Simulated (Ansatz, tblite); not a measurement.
Removing an electron: ZrTe₂⁻ (the lowest doublet isomer of a short search). Total charge -1; doublet. Geometry: r2SCAN-D4/def2-TZVPD. Ansatz, gas phase; energy differences of separate SCF runs; the oxidised species is a singlet (the triplet lies 0.75 eV higher at PBE0-D4/def2-TZVPD).

Cartesian coordinates in Å:
```
Zr 0.811 0.202 0.337
Te -1.337 1.456 1.138
Te 0.526 -1.658 -1.475
```

In the def2 sets Te, Zr take a core potential; there is no spin–orbit coupling. The xTB rows come from tblite. The structure comes from a short search, and lower isomers may exist.

```tsv
level	−HOMO (eV)	vertical IE (eV)	−LUMO (eV)	HOMO–LUMO gap (eV)
GFN2-xTB	–	4.80	–	–
PBE-D4/def2-TZVPD	0.36	2.32	-0.41	0.77
PBE0-D4/def2-TZVPD	1.35	2.48	-1.03	2.38
```

Question: Estimate the rows for GFN1-xTB, r2SCAN-D4/def2-TZVPD.

Answer: 
| level | −HOMO (eV) | vertical IE (eV) | −LUMO (eV) | HOMO–LUMO gap (eV) |
| --- | --- | --- | --- | --- |
| GFN1-xTB | – | 5.81 | – | – |
| r2SCAN-D4/def2-TZVPD | 0.71 | 2.45 | -0.41 | 1.12 |

  HOMO and LUMO are the levels of the spin that leaves or enters (xTB has no such levels and no spin-polarisation term). Other spin states of the ions may lie lower, which would lower the ionisation energy or raise the affinity. Raw xTB energy differences between charge states are shifted by several eV; the methods need an empirical correction for them.
